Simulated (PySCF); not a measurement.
H3O4Si, SMILES [O][Si](O)(O)O (connectivity only; charge and spin as stated), charge -1, multiplicity 1. Atoms are numbered in the order given.

```xyz
8

O      0.0000     0.0000     1.6908
Si     0.0000     0.0000     0.1114
O     -1.4828     0.4253    -0.6298
O      1.1097     1.0715    -0.6298
O      0.3731    -1.4968    -0.6298
H     -2.0111     0.9135     0.0093
H      1.7966     1.2850     0.0093
H      0.2145    -2.1984     0.0093
```
Charge -1, spin multiplicity 1.

Coordinates come from a B3LYP-D3(BJ)/def2-SVPD optimisation. The spin state was assumed, not searched. The isomer is the one that the SMILES or the coordinates give; other isomers of the formula were not compared. The values are those of a single conformer.

Level of theory: HF/pcSseg-1 (PySCF).

GIAO shieldings, no solvent; atoms alike by connectivity are averaged. δ = σ(ref) − σ: ¹⁷O against H2O (σ = 333.0 ppm); ²⁹Si against TMS (σ = 393.8 ppm); ¹H against TMS (σ = 31.99 ppm), references at their B3LYP-D3(BJ)/def2-TZVP geometries, non-relativistic.

```tsv
nucleus	atoms	count	δ (ppm)
¹⁷O	O1	1	80.2
¹⁷O	O3, O4, O5	3	39.7
²⁹Si	Si2	1	-64.0
¹H	H6, H7, H8	3	0.52
```
